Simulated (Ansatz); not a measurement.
```xyz
14

C    -1.920    1.212   -0.425
C    -0.706    0.360   -0.700
F     0.215    1.109   -1.449
Si    0.190   -0.270    0.863
Si    2.219   -1.281    0.287
H    -2.671    0.631    0.116
H    -1.661    2.083    0.180
H    -2.365    1.560   -1.361
H    -0.985   -0.498   -1.323
H    -0.707   -1.251    1.540
H     0.412    0.876    1.788
H     1.980   -2.337   -0.736
H     3.167   -0.280   -0.266
H     2.833   -1.915    1.484
```

Charge 0, multiplicity 1.

Problem. List the PBE0/def2-TZVPP orbital energies in eV (Ansatz). (Best estimate.)

Solution. Computed: Occupied: -1802.49, -1802.44, -673.56, -280.20, -278.28, -144.87, -144.82, -99.52, -99.52, -99.51, -99.47, -99.47, -99.46, -33.21, -21.55, -17.77, -15.74, -14.37, -14.15, -12.93, -12.52, -11.37, -11.13, -10.26, -9.86, -9.74, -9.49, -8.58, -8.09. Lowest empty: 0.03, 0.34, 0.61, 1.07, 1.28, 1.54, 1.89, 2.28.
